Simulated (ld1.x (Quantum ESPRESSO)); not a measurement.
# Before and after: TM potential for C (Z = 6)

C (Z = 6), norm-conserving Troullier–Martins (Kleinman–Bylander form), made with ld1.x (Quantum ESPRESSO) 7.5 (LDA (PZ), scalar-relativistic). Core [He], reference 2s2 2p2. Waves: 2p (bound): rc 2.45 bohr; 3d channel at 0.2 Ry: rc 2.65 bohr; 2s (bound): rc 1.20 bohr. Local part: the s channel. Core correction: none.

Change: functional PBE.

Cutoffs: the cutoffs (Ry, on a coarse ladder) from which the occupation-weighted sum of valence levels, in a spherical-Bessel basis at the reference potential, stays within 10 and 1 mRy of its value at 400 Ry; they do not see the model core or the augmentation charge, which bear on the density cutoff. Errors are all-electron minus pseudo energies relative to the spin-unpolarised reference configuration.

How do hardness, ghosts and transferability respond?

The potential gets neither clearly harder nor softer (35 Ry and 90 Ry → 35 Ry and 90 Ry); the number of tests with a reliable result goes from 9 to 7; of the 7 tests that both files solve, the error grows in 3 and shrinks in 0 by more than 15 % and 0.3 meV (median size 61.9 → 64.3 meV); neither file shows a bound ghost.

```csv
quantity,base,changed
"cutoff, loose",35 Ry,35 Ry
"cutoff, tight",90 Ry,90 Ry
bound ghosts,none,none
"error for 2s2 2p1, meV [ΔE 10.99 → 10.86 eV]",+68,+64
"error for 2s2 2p0, meV [ΔE 35.25 → 35.02 eV]",+615,+604
"error for 2s1 2p0, meV [ΔE 83.22 eV]",+1275,+1197
"error for 2s0 2p4, meV [ΔE 16.52 → 16.98 eV]",-11,-39
"error for 2s1 2p3, meV [ΔE 8.24 → 8.48 eV]",-3.8,-7.8
"error for 2s1 2p2, meV [ΔE 19.48 → 19.62 eV]",-62,-72
"error for 2s2 2p1.5, meV [ΔE 4.03 → 3.96 eV]",+9.6,+8.9
s: phases at 2.90 bohr within 0.05 rad from the reference energy up to (Ry; the scan ends near 5),to the end of the scan,to the end of the scan
p: phases at 2.90 bohr within 0.05 rad from the reference energy up to (Ry; the scan ends near 5),0.9,1.0
d: phases at 2.90 bohr within 0.05 rad from the reference energy up to (Ry; the scan ends near 5),4.0,4.0
```
